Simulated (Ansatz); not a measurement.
Basis-set extrapolation for `CO[SiH](O)Cl` (PBE0-D4/def2-TZVP geometry, frozen core, Ansatz). Multiplicity 1, RHF reference.

|  | def2-TZVPP | def2-QZVPP |
| --- | --- | --- |
| HF | -939.202347 | -939.234145 |
| MP2 correlation | -0.956357 | -1.036440 |
| CCSD(T) correlation | -1.033479 | not run |

Energies in hartree. Use E(X) = E(∞) + A·exp(−7.88·√X) for Hartree–Fock and E(X) = E(∞) + B·X^(−2.97) for correlation, with X = 3 and 4, and add CCSD(T) minus MP2 of the smaller set to the MP2 limit.

Question: What is the CCSD(T) energy at the basis-set limit?

Answer: HF limit: -939.234145 + (-0.031798) × 0.13774 = -939.23852. MP2 limit: -1.036440 + (-0.080083) × 0.74074 = -1.09576. Higher-order term: -1.033479 − (-0.956357) = -0.07712. Total: -940.41140 hartree, 110.2 kcal/mol below CCSD(T)/def2-TZVPP.
